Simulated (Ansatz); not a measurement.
Consider the atomization: `C=C[SiH](F)N[SiH2]Cl` → 2 C• + Cl• + F• + 7 H• + N• + 2 Si•.

Program: Ansatz. Geometries: PBE0-D4/def2-TZVP. ΔE: electronic, gas phase. CBS: MP2 limit from def2 TZ/QZ plus the TZ coupled-cluster correction, frozen cores. This one scheme is used for every species, atoms too. DFT in def2-TZVPP. B3LYP here is the variant with VWN-RPA as its local correlation; programs differ in this. Open shells (•) are unrestricted, without spin–orbit coupling. Spin–orbit coupling would lower the free atoms: a little for C, Cl, F, Si. Each species was taken in one conformer, which may not be the lowest.

```json
{"level": "B3LYP-D4", "ΔE (kcal/mol)": "1274.0"}
{"level": "CCSD(T)/def2-TZVPP", "ΔE (kcal/mol)": "1240.9"}
{"level": "SCS-MP2/def2-QZVPP", "ΔE (kcal/mol)": "1284.0"}
{"level": "CCSD/CBS(def2)", "ΔE (kcal/mol)": "1259.6"}
```

Question: What does CCSD(T)/CBS give? (An estimate is asked.)

Answer: Ansatz gave: +1278.2 kcal/mol. The listed levels differ from it by -4.2, -37.3, 5.8, -18.6 kcal/mol.

Largest T1 diagnostic among the species: 0.012.

In def2-TZVPP, CCSD(T) changes the Hartree–Fock value by +296.3 kcal/mol (the triples alone add +18.6 kcal/mol) and MP2 by +319.9 kcal/mol; breaking electron pairs costs correlation energy, which Hartree–Fock lacks. From PBE to PBE0 (25 % exact exchange), in def2-TZVPP and without D4, ΔE moves by −16.9 kcal/mol: exact exchange takes away binding that semilocal exchange gives to molecules.

For atomizations the MP2-based limit and the directly extrapolated one differ by several kJ/mol either way, and by 10 to 25 for some Ge, Se and Sn compounds, so smaller differences from it don't rank the levels.
